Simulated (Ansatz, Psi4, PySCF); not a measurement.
Cl₂Co (SMILES [Cl][Co][Cl]), quartet, geometry from GFN2-xTB (such geometries of metal compounds can be far from the true shape). Base run: B3LYP/6-31G* in PySCF.

Here is a job for PySCF.
```python
from pyscf import gto, scf, dft

mol = gto.Mole()
mol.atom = '''
    Co    0.00000000    0.00000000    0.00000000
    Cl   -0.00000000   -0.00000000   -1.94700374
    Cl    0.00000000    0.00000000    1.94700374
'''
mol.basis = '6-31g*'
mol.spin = 3
mol.verbose = 4
mol.build()

mf = dft.UKS(mol)
mf.xc = 'b3lyp'
mf.kernel()
```

The same geometry, method and basis name were run in Ansatz (an electronic-structure program) and Psi4 and PySCF, at each program's defaults and at the settings that a row names. The base is PySCF at its defaults. Differences at the defaults can come from grids, fitting, cores and function types together.

```tsv
code and settings	ΔE vs base (mEh)	basis functions	E (Eh)	SCF cycles
PySCF, defaults (exact integrals, its default grid, spherical functions)	0.000	70	-2303.08217	32
Psi4, defaults (density fitting with its default set, its default grid, Cartesian functions)	-15.503	77	-2303.09767	13
Ansatz, defaults (factorised integrals, its default grid, Cartesian functions)	-12.343	74	-2303.09451	-
PySCF, density fitting with def2-universal-jkfit	-0.086	70	-2303.08226	21
PySCF, fine grid	-0.048	70	-2303.08222	21
Psi4, exact integrals, spherical functions, fine grid	-0.049	70	-2303.08222	15
Ansatz, high accuracy, Cartesian functions as the basis file defines them	-12.345	74	-2303.09452	-
```

Open shells are given as the SCF converged; they aren't shown to be the lowest states, and a large step between rows can be another state.
